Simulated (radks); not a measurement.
Spherical quantum dot in the effective-mass picture: electrons in a hard-walled sphere of radius 1.52, with a point charge +2 (a donor) at the centre, all in effective atomic units (hartree* = m*/eps^2 hartree, bohr* = eps/m* bohr), one dielectric constant everywhere. Method: non-relativistic Kohn-Sham, LDA (Slater exchange, Perdew-Wang correlation), spin-polarised, spherical densities; computed with a radial shooting solver with Libxc functionals. Levels are named by radial order and angular momentum (1s, 1p, 1d, 2s, ...), and open shells are averaged over m. Results are scaled to m* = 0.247 and eps = 16.7, for which hartree* = 24.1 meV and bohr* = 3.578 nm. Each electron was tried in the lowest free levels, single moves between levels near the top were tried too, and the lowest total energy was kept; such a search can miss a lower state. At N = 1 the Hartree and exchange-correlation terms need not cancel, so that row can carry a self-interaction error.

N,open shells,2S,E (meV),mu = E(N) - E(N-1) (meV),addition energy mu(N+1) - mu(N) (meV),e(HOMO) (meV)
1,"1s(up 1, down 0)",1,-39.3482,-39.348,34.57,-26.105
2,none,0,-44.1234,-4.7752,99.50,7.9434
3,"1p(up 1, down 0)",1,50.6004,94.724,20.93,104.99
4,"1p(up 2, down 0)",2,166.255,115.65,21.65,126.42
5,"1p(up 3, down 0)",3,303.563,137.31,28.42,148.23
6,"1p(up 3, down 1)",2,469.288,165.73,20.56,175.86
7,"1p(up 3, down 2)",1,655.574,186.29,21.14,196.80
8,none,0,863.004,207.43,86.85,218.09
9,"1d(up 1, down 0)",1,1157.28,294.28,19.95,304.22
10,"1d(up 2, down 0)",2,1471.51,314.23,20.10,324.26
11,"1d(up 3, down 0)",3,1805.84,334.33,20.20,344.42
12,"1d(up 4, down 0)",4,2160.37,354.53,20.25,364.65
13,"1d(up 5, down 0)",5,2535.15,374.78,26.26,384.92
14,"1d(up 5, down 1)",4,2936.19,401.04,19.70,410.86
15,"1d(up 5, down 2)",3,3356.92,420.73,19.84,430.63
16,"1d(up 5, down 3)",2,3797.49,440.57,19.93,450.52
17,"1d(up 5, down 4)",1,4257.99,460.50,19.98,470.48
18,none,0,4738.47,480.48,30.32,490.48
19,"2s(up 1, down 0)",1,5249.27,510.80,30.55,523.65
20,none,0,5790.61,541.35,75.03,554.56
21,"1f(up 1, down 0)",1,6406.99,616.38,19.35,626.05
22,"1f(up 2, down 0)",2,7042.72,635.73,19.38,645.41
23,"1f(up 3, down 0)",3,7697.82,655.11,19.41,664.81
24,"1f(up 4, down 0)",4,8372.34,674.51,19.42,684.22
25,"1f(up 5, down 0)",5,9066.27,693.94,19.44,703.65
26,"1f(up 6, down 0)",6,9779.64,713.37,19.45,723.09
27,"1f(up 7, down 0)",7,10512.5,732.82,-,742.54

All shells are closed at N = 2, 8, 18, 20 (there: 1s2 1p6 1d10 2s2); the second difference of the energy has clear peaks (12 % above both neighbours; the first and last values, which can be the largest, are not judged, and half-filled shells can peak too) at N = 2, 5, 8, 13, 20.
